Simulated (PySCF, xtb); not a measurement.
Se(F)(NH2) (FH2NSe), SMILES N[Se]F.

GFN2-xTB in xtb at its own geometry gives an orbital gap of 2.91 eV and a dipole moment of 3.19 D.

Coordinates come from a PBE0-D3(BJ)/def2-TZVP optimisation. One conformer was computed; it need not be the lowest.

Task: What does M06-2X/def2-TZVPD run with PySCF give? (The exact figures need the calculation; the answer reports its results.)

Result: gap 7.72 eV (levels -8.00 and -0.29 eV), dipole 2.33 D.
